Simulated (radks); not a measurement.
Er23+, configuration [Kr] 4d9 (the NIST ground configuration).

All-electron calculation, scalar-relativistic Kohn-Sham, PBE, spin-unpolarised, spherical densities, point nucleus. Program: a radial shooting solver on a logarithmic mesh with Libxc functionals.

Energy parts (hartree):
part                       energy
total                 -12869.2127
kinetic                13974.1479
electron-nucleus      -30387.8497
Hartree                 3795.1828
exchange-correlation    -250.6938

Orbitals (lengths in bohr, moments of r in powers of bohr; r(max) is where P^2 peaks; r(90%) holds 90 % of the orbital's charge):
[
 {"orbital": "1s", "occ.": "2", "eigenvalue (hartree)": "-2134.031", "r(90%)": "0.0369", "r(max)": "0.01286"},
 {"orbital": "2s", "occ.": "2", "eigenvalue (hartree)": "-379.8685", "r(90%)": "0.134", "r(max)": "0.07324"},
 {"orbital": "2p", "occ.": "6", "eigenvalue (hartree)": "-338.8782", "r(90%)": "0.125", "r(max)": "0.05957"},
 {"orbital": "3s", "occ.": "2", "eigenvalue (hartree)": "-105.1296", "r(90%)": "0.329", "r(max)": "0.2071"},
 {"orbital": "3p", "occ.": "6", "eigenvalue (hartree)": "-92.65900", "r(90%)": "0.334", "r(max)": "0.2037"},
 {"orbital": "3d", "occ.": "10", "eigenvalue (hartree)": "-77.10693", "r(90%)": "0.315", "r(max)": "0.1663"},
 {"orbital": "4s", "occ.": "2", "eigenvalue (hartree)": "-39.41157", "r(90%)": "0.686", "r(max)": "0.4619"},
 {"orbital": "4p", "occ.": "6", "eigenvalue (hartree)": "-35.04357", "r(90%)": "0.720", "r(max)": "0.4782"},
 {"orbital": "4d", "occ.": "9", "eigenvalue (hartree)": "-29.26189", "r(90%)": "0.755", "r(max)": "0.4820"},
 {"orbital": "5s", "occ.": "0", "eigenvalue (hartree)": "-19.93693", "r(90%)": "1.25", "r(max)": "0.8967"},
 {"orbital": "5p", "occ.": "0", "eigenvalue (hartree)": "-18.18697", "r(90%)": "1.31", "r(max)": "0.9446"}
]

The highest occupied level is 4d at -796.26 eV. Summed over all electrons, <r^2> = 5.973 bohr^2, which gives a Langevin (diamagnetic) susceptibility term of -4.73 x 10^-6 cm^3/mol. The density falls to 0.001 e/bohr^3 at r = 1.39 bohr. For comparison, the ionisation energy in NIST's Atomic Spectra Database is 810 eV (theoretical). In exact Kohn-Sham theory the highest level is minus the ionisation energy, but local and semilocal functionals leave it too shallow, through self-interaction and a potential that decays too fast; potentials with the right tail come closer.

Beside tabulated values, note that spin-unpolarised runs miss the spin-polarisation part of the exchange energy of open shells.
